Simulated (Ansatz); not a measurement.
**Counterpoise correction, worked out**

The pair of Li⁺ (SMILES [Li+], atom 1) and SiH4O (SMILES [SiH3]O, atoms 2–7), both closed shells, in one local arrangement (a lower one may exist), relaxed at PBE0-D4/def2-TZVP:

```
7
angstrom
Li -1.8297 -0.3412 -1.5501
Si 0.7562 0.0253 0.1825
O -0.9557 0.0261 -0.0003
H 1.1112 -1.0078 1.1735
H 1.1764 -0.3281 -1.1926
H 1.1756 1.3826 0.5792
H -1.4341 0.2430 0.8079
```

Program: Ansatz 0.2.0. Basis: def2-TZVPPD. Cores are frozen in the correlated methods. The outer core shell of Li, Na, Mg and K is correlated.

CCSD(T) total energies in eV:

| system | geometry | basis functions | energy |
| --- | --- | --- | --- |
| pair | pair | all | -10175.70638 |
| Li⁺ | as in the pair | all (partner as ghosts) | -197.84939 |
| SiH4O | as in the pair | all (partner as ghosts) | -9976.31948 |
| Li⁺ | as in the pair | its own | -197.84251 |
| SiH4O | as in the pair | its own | -9976.31030 |
| Li⁺ | free (PBE0-D4 minimum) | its own | -197.84251 |
| SiH4O | free (PBE0-D4 minimum) | its own | -9976.40586 |

Task: Work out the interaction energy with and without the counterpoise correction, the superposition error, and the binding energy from the relaxed fragments.

Result: Without correction: -10175.70638 − (-197.84251) − (-9976.31030) = -1.55357 eV.
With correction (each fragment in the whole basis): -10175.70638 − (-197.84939) − (-9976.31948) = -1.53751 eV = -35.46 kcal/mol.
The superposition error is the difference, 0.01606 eV, 1 % of the uncorrected value: each fragment borrows its partner's functions.
Deformation from the free shapes: 0.00000 eV for Li⁺ and 0.09556 eV for SiH4O.
Binding energy from relaxed fragments: -1.53751 + 0.00000 + 0.09556 = -1.44195 eV = -33.25 kcal/mol (electronic, without zero-point energy; negative means bound). For comparison, the corrected interaction energy by CCSD(T) at an estimated basis limit (MP2 extrapolated from triple and quadruple zeta, plus CCSD(T) − MP2 in triple zeta) is -1.586 eV; triple zeta with the correction binds less.

T1 diagnostic: at most 0.012.

For scale, one of the runs: CCSD(T)/def2-TZVPPD, 178 basis functions (an equivalent command: `ansatz run in.yaml --threads 2`). The run took 20 s on 2 CPU threads (shared host), with 1.6 GiB of host memory at its peak.
